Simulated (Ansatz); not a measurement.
`[CH3][Ta]([NH2])([F])=[S]` + CH₃OH → `C[O][Ta]([NH2])([F])=[S]` + CH₄ at 500 K and 1 bar (ligand exchange at a Ta–C bond).

Isolated molecules relaxed with PBE0-D4/def2-TZVP in Ansatz; ΔE leaves out vibrations. CCSD(T)/CBS adds triple-zeta CCSD(T) − MP2 to the extrapolated MP2 energy (def2 sets, frozen cores). This one scheme is used for every species. def2 core potentials past Kr. For Ta outer-core shells are correlated without core-valence functions, which leaves a few kJ/mol of doubt a bond. Each species was taken in one conformer, which may not be the lowest.

| species | CCSD(T)/CBS energy (Eh) | H − E (kJ/mol) | S (J/(mol·K)) |
| --- | --- | --- | --- |
| `[CH3][Ta]([NH2])([F])=[S]` | -650.38845 | 220.7 | 451.6 |
| CH₃OH | -115.61712 | 157.0 | 265.4 |
| `C[O][Ta]([NH2])([F])=[S]` | -725.60662 | 244.0 | 490.0 |
| CH₄ | -40.46206 | 135.6 | 206.8 |

H − E and S are ideal-gas, rigid-rotor, harmonic terms from PBE0-D4/def2-TZVP, for one conformer and one mirror image of each species. 1 Eh = 2625.50 kJ/mol, R = 8.31446 J/(mol·K).

**Question.** By hand: ΔE, ΔH, ΔS and ΔG.

**Answer.** ΔE = (-725.60662) + (-40.46206) − (-650.38845) − (-115.61712) = -0.06311 Eh = -165.7 kJ/mol. Δ(H − E) = 244.0 + 135.6 − 220.7 − 157.0 = 1.9, so ΔH = -163.8 kJ/mol. ΔS = 490.0 + 206.8 − 451.6 − 265.4 = -20.2 J/(mol·K). ΔG = -163.8 − 500 × (-20.2)/1000 = -153.7 kJ/mol.

**Question.** By hand: the equilibrium constant, and the temperature at which ΔG would vanish if ΔH and ΔS stayed fixed.

**Answer.** log₁₀ K = −ΔG/(RT ln 10) = 16.1. ΔG = 0 at ΔH/ΔS = 8109 K, far beyond where these terms or the molecules hold.

ΔH outweighs TΔS. A doubt of 5 kJ/mol in ΔE shifts log₁₀ K by 0.5 here. Other conformers and mirror images would add mixing entropy, several J/(mol·K) or more a flexible species. These are equilibria of isolated gas molecules and say nothing of rates. Largest T1 diagnostic: 0.020 (customary marks: 0.02 for closed shells, 0.045 for open ones).
